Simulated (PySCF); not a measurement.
Fill in the blanks.

Species: C₅H₆O₃S.
SMILES: `C(=O)O[C@H]1[S@](C=CC1)=O`

Conformer (atom-mapped SMILES and torsion angles): `[O:1]=[CH:2][O:3][C@@H:4]1[CH2:5][CH:6]=[CH:7][S@@:8]1=[O:9]`: O1–C2–O3–C4 3°, C2–O3–C4–C5 170°.

| property | level | value |
| --- | --- | --- |
| point group of the GFN2-xTB geometry | GFN2-xTB | C1 |
| rotational constants A, B, C of the GFN2-xTB geometry | GFN2-xTB | ? |
| dipole moment | PBE0/pcSseg-1 | ? |
| HOMO energy | PBE0/pcSseg-1 | -6.70 eV |
| LUMO energy | PBE0/pcSseg-1 | ? |
| 13C chemical shifts (computed TMS as zero) by class | GIAO PBE0/pcSseg-1 | 167.6 (1 C), 148.0 (1 C), 142.3 (1 C), 88.6 (1 C), 40.4 (1 C) ppm |
| 1H chemical shifts (computed TMS as zero) by class | GIAO PBE0/pcSseg-1 | 8.23 (1 H), 7.00 (1 H), 6.59 (1 H), 4.73 (1 H), 3.45 (1 H), 3.14 (1 H) ppm |
| isotropic shieldings of nuclei other than C and H, by class | GIAO PBE0/pcSseg-1 | -116 (1 O), 115 (1 O), 247 (1 O), 111 (1 S) ppm |

The electronic properties come from PySCF, for the isolated species, density fitting.

**Question.** The dipole moment?

**Answer.** 4.62 D.

**Question.** The rotational constants A, B, C of the GFN2-xTB geometry?

**Answer.** 2.637, 1.369, 1.043 GHz.

**Question.** The LUMO energy?

**Answer.** -0.77 eV.

The rotational constants make it an asymmetric top with κ = (2B − A − C)/(A − C) = -0.59, nearer the prolate limit (−1). In atomic units the dipole is 1.82 e·bohr (1 au = 2.5417 D). With B = h/(8π²I), that is 505.379 GHz u Å² over I, the principal moments of inertia are 191.6, 369.3 and 484.4 u Å² (most abundant isotopes); the inertial defect Ic − Ia − Ib is -76.5 u Å² (zero for a rigid planar frame, negative otherwise).

For the NMR shielding job (PBE0/pcSseg-1), time: 35 s wall. Hardware: one thread, Arm Neoverse V1, no GPU, shared host.

One conformer stands for the species.
